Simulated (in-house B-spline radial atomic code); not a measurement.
## How G0W0 and RPA depend on the start: the manganese ion Mn²⁺

Configuration [Ar] 3d5, highest spin. Computed with a B-spline radial code for spherical atoms: all electrons, scalar-relativistic (spin-free one-electron X2C), finite nucleus, each spin shell either full or empty, empty states to l = 9 with an (l + 1/2)⁻⁴ tail; G0W0 by contour deformation at full frequency.

| start | mean-field 3d up (eV) | G0W0 (eV) | QP weight | RPA correlation (Eh) |
| --- | --- | --- | --- | --- |
| Hartree-Fock | -34.82 | -34.23 | 0.954 | -1.4062 |
| LDA VWN5 | -26.081 | -33.58 | 0.862 | -1.5772 |
| PBE | -25.877 | -33.44 | 0.858 | -1.5737 |
| PBE0 | -28.265 | -33.77 | 0.908 | -1.525 |
| HSE06 | -27.826 | -33.73 | 0.900 | -1.5297 |
| B3LYP (VWN-RPA) | -27.762 | -33.75 | 0.900 | -1.5361 |
| SCAN | -26.169 | -33.42 | 0.701 | -1.5416 |
| TPSS | -25.756 | ? | ? | ? |
| BHandHLYP | -30.50 | -33.99 | 0.931 | -1.4828 |
| CAM-B3LYP | -29.703 | -34.08 | 0.923 | -1.5141 |
| LC-wPBE | -30.96 | -34.28 | 0.934 | -1.5094 |
| wB97X | -30.40 | -34.03 | 0.933 | -1.5016 |
| PBEsol | -25.859 | ? | ? | ? |
| BLYP | -25.679 | -33.45 | 0.857 | -1.5757 |
| r2SCAN0 | -28.533 | -33.72 | 0.915 | -1.5051 |
| LDA exchange-only | -24.918 | -33.67 | 0.842 | -1.5785 |

**Question.** What G0W0 level, weight and RPA correlation energy follow from the PBEsol start?

**Answer.** G0W0 level -33.50 eV, weight 0.859, RPA correlation -1.5745 hartree.

**Question.** What G0W0 level, weight and RPA correlation energy follow from the TPSS start?

**Answer.** G0W0 level -33.41 eV, weight 0.858, RPA correlation -1.5631 hartree.

**Question.** How much of the dependence on the start does G0W0 remove?

**Answer.** The mean-field levels span 9.9 eV and the G0W0 levels 0.865 eV. Against 33.668 ± 0.012 eV (NIST, measured) the G0W0 removal energies are off by -0.25 to +0.61 eV, with spin-orbit coupling, Breit and QED terms left out.
